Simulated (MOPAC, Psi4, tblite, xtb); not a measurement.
Dimer H6Si2 ··· H4N+ (SMILES [SiH3][SiH3] and [NH4+]) (charge +1) at R = 4.70 Å between the centres of mass, closest contact 2.37 Å (a random orientation, not optimised). Geometry in Å and degrees:

```
Si
H 1 1.4832
H 1 1.4832 2 108.63
H 1 1.4832 2 108.63 3 118.00
Si 1 2.3443 2 110.30 4 121.00
H 5 1.4832 1 110.30 2 -60.00
H 5 1.4832 6 108.63 1 121.00
H 5 1.4832 6 108.63 7 118.00
H 3 2.3699 1 148.11 2 -104.15
N 9 1.0250 3 140.70 1 -105.28
H 10 1.0250 9 109.47 3 11.45
H 10 1.0250 11 109.47 9 -120.00
H 10 1.0250 11 109.47 9 120.00
```

Levels: GFN2-xTB (tblite); SAPT0/jun-cc-pVDZ, frozen core (Psi4); B3LYP/def2-TZVP, counterpoise-corrected (Psi4); B3LYP-D3(BJ)/def2-TZVP, counterpoise-corrected (Psi4); PBE/def2-TZVP, counterpoise-corrected (Psi4); PBE-D3(BJ)/def2-TZVP, counterpoise-corrected (Psi4); HF/aug-cc-pVDZ, counterpoise-corrected (Psi4); MP2/aug-cc-pVDZ = DF-MP2/aug-cc-pVDZ, frozen core, counterpoise-corrected (Psi4); SCS-MP2/aug-cc-pVDZ = Psi4 with DF-SCS-MP2/aug-cc-pVDZ, frozen core, counterpoise-corrected; AM1, restricted, heats of formation (MOPAC); PM7, restricted, heats of formation (MOPAC); GFN1-xTB (xtb).

What interaction energy does each level give?


```json
[
 {"method": "PBE-D3(BJ)/def2-TZVP", "E_int / kcal/mol": "-4.39"},
 {"method": "B3LYP-D3(BJ)/def2-TZVP", "E_int / kcal/mol": "-4.05"},
 {"method": "PBE/def2-TZVP", "E_int / kcal/mol": "-3.80"},
 {"method": "MP2/aug-cc-pVDZ", "E_int / kcal/mol": "-3.57"},
 {"method": "SCS-MP2/aug-cc-pVDZ", "E_int / kcal/mol": "-3.40"},
 {"method": "GFN2-xTB", "E_int / kcal/mol": "-3.25"},
 {"method": "B3LYP/def2-TZVP", "E_int / kcal/mol": "-3.20"},
 {"method": "GFN1-xTB", "E_int / kcal/mol": "-2.98"},
 {"method": "SAPT0/jun-cc-pVDZ", "E_int / kcal/mol": "-2.85"},
 {"method": "HF/aug-cc-pVDZ", "E_int / kcal/mol": "-2.75"},
 {"method": "AM1", "E_int / kcal/mol": "-2.23"},
 {"method": "PM7", "E_int / kcal/mol": "-2.05"}
]
```
